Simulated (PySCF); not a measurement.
BrF2HSi.

```xyz
5

Si    -0.9225    -0.3734     0.0000
F     -1.5863     0.3086    -1.2957
F     -1.5863     0.3086     1.2957
Br     1.2190     0.0425     0.0000
H     -1.1969    -1.8164     0.0000
```
Charge 0, spin multiplicity 1.

Geometry optimised at ωB97X-D3(BJ)/def2-SVP.

Calculation: PBE0/pcSseg-1 (PySCF). Non-relativistic, no solvent.

Give the absolute GIAO shielding of each atom: isotropic value and principal components (ppm). (Estimate from the structure and the level; the computed values follow.)


| atom | σ(iso) | σ11 | σ22 | σ33 | span |
|---|---|---|---|---|---|
| Si1 | 368.0 | 336.8 | 365.1 | 401.9 | 65.1 |
| F2 | 294.5 | 223.9 | 295.1 | 364.6 | 140.7 |
| F3 | 294.5 | 223.9 | 295.1 | 364.6 | 140.7 |
| Br4 | 2486.5 | 2222.1 | 2304.4 | 2933.0 | 710.9 |
| H5 | 25.8 | 21.5 | 23.1 | 33.0 | 11.5 |
